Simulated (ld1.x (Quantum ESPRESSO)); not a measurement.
**sulfur (S), TM: configuration errors across variants**

ld1.x (Quantum ESPRESSO) 7.5 input, shortened:

```
&input
   title='S', zed=16., rel=1, dft='PZ', iswitch=3,
   config='[Ne] 3s2 3p4 3d-2'
 /
 &inputp
   pseudotype=2, tm=.true., lloc=1,
   nlcc=.false.
 /
3
3S  1  0   2.00   0.00  1.05  1.05  0.0
3D  3  2  -2.00  -0.15  1.45  1.45  0.0
3P  2  1   4.00   0.00  1.55  1.55  0.0
 &test
   configts(1)='3s2 3p4'
 /
```

All-electron excitation energies from the reference (eV): (1) 3s2 3p3 11.863; (2) 3s2 3p2 34.236; (3) 3s2 3p1 68.394; (4) 3s1 3p4 22.660; (5) 3s2 3p4.3 -1.741; (6) 3s1 3p5 10.240; (7) 3s2 3p3.5 4.709; (8) 3s2 3p4 spin -0.706; (9) 3s2 3p3 spin 9.898.

Spin tests fill each open shell by Hund’s rule, majority spin first.

Errors AE − PS in meV (a dash: test not solved or not reliable):

```csv
change,(1),(2),(3),(4),(5),(6),(7),(8),(9),bound ghosts
base,+4.3,+36,+144,+11,+0.4,+5.7,+0.6,+64,+206,none
wave 3p (bound): rc 1.55 bohr becomes 3p (bound): rc 1.00 bohr,+8.2,+52,+166,+22,+0.4,+5.0,+1.6,+63,+207,none
wave 3p (bound): rc 1.55 bohr becomes 3p (bound): rc 1.12 bohr,+6.1,+42,+146,+16,+0.3,+4.2,+1.0,+60,+195,none
wave 3p (bound): rc 1.55 bohr becomes 3p (bound): rc 1.32 bohr,+4.8,+37,+142,+12,+0.3,+5.7,+0.7,+63,+203,none
wave 3p (bound): rc 1.55 bohr becomes 3p (bound): rc 1.42 bohr,+4.5,+37,+143,+11,+0.4,+5.8,+0.6,+64,+205,none
wave 3p (bound): rc 1.55 bohr becomes 3p (bound): rc 1.60 bohr,+4.3,+36,+143,+11,+0.4,+5.7,+0.5,+64,+206,none
wave 3p (bound): rc 1.55 bohr becomes 3p (bound): rc 1.74 bohr,+4.3,+36,+142,+11,+0.4,+5.9,+0.5,+64,+206,none
wave 3p (bound): rc 1.55 bohr becomes 3p (bound): rc 1.90 bohr,+4.6,+36,+139,+13,+0.4,+6.6,+0.6,+64,+205,none
wave 3p (bound): rc 1.55 bohr becomes 3p (bound): rc 2.00 bohr,+4.7,+36,+136,+14,+0.4,+7.0,+0.6,+64,+205,none
wave 3p (bound): rc 1.55 bohr becomes 3p (bound): rc 2.36 bohr,+5.0,+35,+124,+18,+0.4,+8.4,+0.8,+64,+206,none
```

**Question.** Give the same row for: wave 3p (bound): rc 1.55 bohr becomes 3p (bound): rc 2.16 bohr.

**Answer.** +4.9, +36, +130, +17, +0.4, +7.8, +0.7, +64, +206; bound ghosts: none.
